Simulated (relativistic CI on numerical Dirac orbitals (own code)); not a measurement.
# Electric-dipole lines of Si XI

Method of calculation: Dirac-Coulomb-Breit CI, separate exchange-only KLI orbitals for each configuration, model QED, valence Slater integrals scaled by 0.9, P86 correlation estimate, and configurations built on the next ion tied to the tabulated ionisation energy (semi-empirical) (own radial code, finite nucleus).

Configuration list (outside the closed core 1s2): 2s², 2s3s, 2s3p, 2s2p, 2s3d, 2s4s, 2p², 2p3s, 2p3p, 2s4p, 2s4d, 2s4f, 3s², 3s3p, 3p². Levels of other configurations are missing.

```tsv
λ vac (nm)	Lower	Upper	A (s⁻¹)	E lower (eV)	E upper (eV)
3.3466	2s² ¹S0 [1]	2s4p ¹P°1 [40]	3.48e+11	0.000	370.477
3.5422	2s2p ³P°1 [3]	2s4d ³D2 [42]	2.83e+11	21.798	371.819
3.5485	2s2p ³P°2 [4]	2s4d ³D3 [43]	3.76e+11	22.437	371.837
3.7303	2s2p ¹P°1 [5]	2s4d ¹D2 [44]	3.95e+11	40.732	373.107
4.3606	2s² ¹S0 [1]	2s3p ³P°1 [15]	1.38e+11	0.000	284.330
4.3646	2s² ¹S0 [1]	2s3p ¹P°1 [13]	5.21e+11	0.000	284.065
4.6302	2s2p ³P°0 [2]	2s3d ³D1 [17]	7.91e+11	21.510	289.286
4.6346	2s2p ³P°1 [3]	2s3d ³D2 [18]	1.06e+12	21.798	289.315
4.6351	2s2p ³P°1 [3]	2s3d ³D1 [17]	5.91e+11	21.798	289.286
4.6449	2s2p ³P°2 [4]	2s3d ³D3 [19]	1.41e+12	22.437	289.365
4.6457	2s2p ³P°2 [4]	2s3d ³D2 [18]	3.53e+11	22.437	289.315
4.9148	2s2p ¹P°1 [5]	2s3d ¹D2 [20]	1.02e+12	40.732	292.997
4.9271	2s2p ³P°2 [4]	2s3s ³S1 [11]	1.84e+11	22.437	274.076
12.938	2s3s ³S1 [11]	2s4p ³P°2 [39]	3.76e+10	274.076	369.902
12.949	2s3s ³S1 [11]	2s4p ³P°1 [38]	3.78e+10	274.076	369.827
13.359	2s3s ¹S0 [12]	2s4p ¹P°1 [40]	3.84e+10	277.670	370.477
13.924	2s3p ¹P°1 [13]	2s4d ¹D2 [44]	7.24e+10	284.065	373.107
14.151	2s3p ³P°0 [14]	2s4d ³D1 [41]	5.73e+10	284.192	371.809
14.171	2s3p ³P°1 [15]	2s4d ³D2 [42]	6.01e+10	284.330	371.819
14.188	2s3p ³P°2 [16]	2s4d ³D3 [43]	1.03e+11	284.449	371.837
14.191	2s3p ³P°2 [16]	2s4d ³D2 [42]	2.58e+10	284.449	371.819
14.773	2s3d ³D1 [17]	2s4f ³F°2 [45]	1.79e+11	289.286	373.209
14.778	2s3d ³D2 [18]	2s4f ³F°3 [46]	1.89e+11	289.315	373.213
14.779	2s3d ³D2 [18]	2s4f ³F°2 [45]	3.31e+10	289.315	373.209
14.786	2s3d ³D3 [19]	2s4f ³F°4 [47]	2.13e+11	289.365	373.220
14.787	2s3d ³D3 [19]	2s4f ³F°3 [46]	2.36e+10	289.365	373.213
15.419	2s3d ¹D2 [20]	2s4f ¹F°3 [48]	2.05e+11	292.997	373.406
30.439	2s² ¹S0 [1]	2s2p ¹P°1 [5]	6.54e+09	0.000	40.732
119.52	2s3s ³S1 [11]	2s3p ³P°2 [16]	4.14e+08	274.076	284.449
330.01	2s4s ³S1 [35]	2s4p ³P°2 [39]	7.73e+07	366.145	369.902
```

Terms are leading LS components. Brackets give the number of a level in order of energy, since labels repeat. The list gives strong lines, with weight on those to low levels, without configurations that were not tied to measured data, without lines whose two gauges differ by over a factor of 2.5, among the lowest 48 of 58 levels, so that lines to higher ones, which can be the strongest, are missing. Levels whose partners in the same complex of configurations lie outside the list can be far off, and so can their lines. Rates are taken at the computed energies, electric ones in the length gauge.

Configurations that consist of the next ion and one excited electron were tied to the tabulated ionisation energy; Rydberg ones are usually within 1,000 to 3,000 cm⁻¹ and the lowest ones within about 6,000 (9,000 in d shells), while levels on excited terms of the next ion carry the error of that term, and the other configurations can be misplaced by 10,000 cm⁻¹ or more. Rates follow the energies as ν³ (E1, M1) or ν⁵ (E2), so rates, branching and lifetimes can be off by large factors.
